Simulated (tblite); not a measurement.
C6H13OP.
Structure used (GFN2-xTB), in Å, numbered top down from 1:
```
atom  x, y, z in Å
C1     2.755    0.938   -0.772
C2     1.809    0.027   -0.918
P3     0.515   -0.106    0.351
C4     0.659   -1.841    0.937
O5     0.627    0.881    1.431
C6    -1.077   -0.008   -0.598
C7    -1.148    1.392   -1.190
C8    -2.225   -0.265    0.367
H9     3.561    1.073   -1.476
H10    2.733    1.588    0.089
H11    1.775   -0.652   -1.758
H12   -0.058   -1.989    1.742
H13    1.663   -1.962    1.340
H14    0.490   -2.562    0.143
H15   -1.075   -0.757   -1.395
H16   -1.058    2.125   -0.390
H17   -0.332    1.554   -1.893
H18   -2.093    1.551   -1.707
H19   -2.113    0.378    1.238
H20   -3.182   -0.046   -0.105
H21   -2.236   -1.301    0.699
```

Method: GFN2-xTB as coded in tblite; computed harmonic values from a numerical Hessian at the method's own geometry, unscaled. Errors from tens to a few hundred cm⁻¹ against measured bands are possible. One conformer, not necessarily the lowest.

Harmonic wavenumbers (cm⁻¹): 50.9, 73.0, 143.3, 155.2, 178.1, 190.8, 203.4, 211.0, 249.6, 263.2, 294.9, 355.4, 422.0, 462.3, 552.2, 646.8, 696.0, 752.8, 838.8, 843.5, 910.2, 928.1, 940.8, 973.7, 983.7, 1016.5, 1022.8, 1138.0, 1171.0, 1230.1, 1242.6, 1263.0, 1292.6, 1306.9, 1379.7, 1402.8, 1414.8, 1425.2, 1440.9, 1484.2, 1488.2, 1496.4, 1497.8, 1665.4, 2928.4, 3004.3, 3008.3, 3011.9, 3013.0, 3015.1, 3021.9, 3026.5, 3027.1, 3036.7, 3055.5, 3077.8, 3108.5.

A = 2254, B = 1433, C = 1145 MHz; mass 132.070 u (most abundant isotopes); point group C1, symmetry number 1.

Q: What is the zero-point energy?

A: Half the sum of the wavenumbers: 38517 cm⁻¹ = 110.12 kcal/mol.

Q: Entropy at 273.15 K, 1 bar (ideal gas, RRHO, classical rotation)?

A: Translation 40.14, rotation 28.59, vibration 30.60: S = 99.3 cal/(mol K).

Q: And Cp and H(273.15 K) − H(0)?

A: Cp = 39.89 cal/(mol K), of which vibrations give 31.94 (their classical limit is 57 R = 113.3); H(273.15 K) − H(0) = 6.73 kcal/mol without the zero-point energy, 4.56 from vibrations.

Q: Which modes carry the vibrational entropy at 273.15 K?

A: 50.9 cm⁻¹: 4.61; 73.0 cm⁻¹: 3.90; 143.3 cm⁻¹: 2.59; 155.2 cm⁻¹: 2.44; 178.1 cm⁻¹: 2.19; 190.8 cm⁻¹: 2.06 cal/(mol K); the other 51 give 12.82 together.

Q: What must be added to the electronic energy to get the Gibbs energy at 273.15 K and 1 bar?

A: ZPE + [H(273.15 K) − H(0)] − T·S = 110.12 + 6.73 − 27.13 = 89.72 kcal/mol.

Hindered rotation and anharmonicity are outside this model. Other conformers, if any are populated, would add a mixing term that is left out. The structure is chiral; the term R ln 2 for an equal mix with its mirror image is left out.
